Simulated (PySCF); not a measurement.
CH12OSi4.
Cartesian coordinates in Å at the GFN2-xTB level; atoms count from 1:
```
atom  x, y, z in Å
C1     2.7724   -1.0457    0.2196
Si2    1.6667    0.3676   -0.4129
Si3   -0.3614    0.3514    0.7488
Si4   -1.2910   -1.7845    0.8653
Si5   -1.8502    1.9571    0.0190
O6    -2.0926    1.3830   -1.4925
H7     3.7232   -1.0833   -0.3039
H8     2.9865   -0.9284    1.2780
H9     2.2863   -2.0088    0.0893
H10    1.4937    0.1675   -1.8602
H11    2.4424    1.6134   -0.2824
H12   -0.0448    0.7335    2.1530
H13   -1.4449   -2.3900   -0.4616
H14   -2.6187   -1.8287    1.4884
H15   -0.4641   -2.7203    1.6373
H16   -3.1536    2.0611    0.6937
H17   -1.3795    3.3472   -0.0772
H18   -2.6790    1.8142   -2.1078
```

Method used: TDDFT B3LYP/def2-SVPD, vertical, gas phase, core orbitals frozen in the response (PySCF 2.14.0, density-fitted response routines).

Kohn–Sham orbitals with the atoms that hold most of them (Löwdin shares over 4%, at most four atoms; ? is withheld):

| orbital | ε (eV) | atoms |
| --- | --- | --- |
| LUMO+2 | -0.18 | Si3 24%, Si5 19%, Si4 14%, Si2 10% |
| LUMO+1 | -0.49 | Si2 21%, Si3 19%, Si4 18%, H14 9% |
| LUMO | ? | ? |
| HOMO | -7.70 | Si3 29%, Si5 18%, Si2 18%, C1 9% |
| HOMO-1 | -7.89 | ? |
| HOMO-2 | -8.44 | O6 43%, Si5 22%, H16 14%, H17 13% |
| HOMO-3 | -8.63 | Si3 29%, H12 22%, Si2 12%, Si4 11% |

Give the leading atoms of the HOMO-1.

Si3 (bonded to 3 Si and H) 30%; Si4 (bonded to Si and 3 H) 23%; Si5 (bonded to O, Si and 2 H) 11%; Si2 (bonded to C, Si and 2 H) 9%.

Give the leading atoms of the LUMO.

Si5 (bonded to O, Si and 2 H) 27%; Si3 (bonded to 3 Si and H) 19%; O6 (bonded to Si and H) 12%; Si4 (bonded to Si and 3 H) 9%. By element: silicon 54% or more, oxygen 12%.

What is the LUMO energy, and the HOMO–LUMO gap?

ε(LUMO) = -0.91 eV; the gap is 6.78 eV (0.2493 hartree).

How does S1 compare with the orbital gap of 6.78 eV?

S1 is at 5.93 eV (f = 0.074), 0.86 eV below the gap, made of HOMO→LUMO (95%). Without the coupling terms of the response equations the lowest excitation would equal the gap.

Give energy, strength and leading configuration of S1, S2, S3 and S4, and follow the Löwdin shares of the leading atoms from the occupied to the empty orbital.

- S1 (5.93 eV, f 0.074), HOMO→LUMO (95%): Si3 29% → 19%, Si5 18% → 27%
- S2 (6.10 eV, f 0.042), HOMO-1→LUMO (92%): Si3 30% → 19%, Si4 23% → 9%, Si5 11% → 27%
- S3 (6.39 eV, f 0.022), HOMO→LUMO+1 (85%): Si3 29% → 19%, Si5 18% → at most 9%, Si2 18% → 21%
- S4 (6.44 eV, f 0.0009), HOMO-2→LUMO (95%): O6 43% → 12%, Si5 22% → 27%, Si3 at most 9% → 19%

Löwdin shares depend on the basis, the more so with diffuse functions.

One conformer stands for the species.
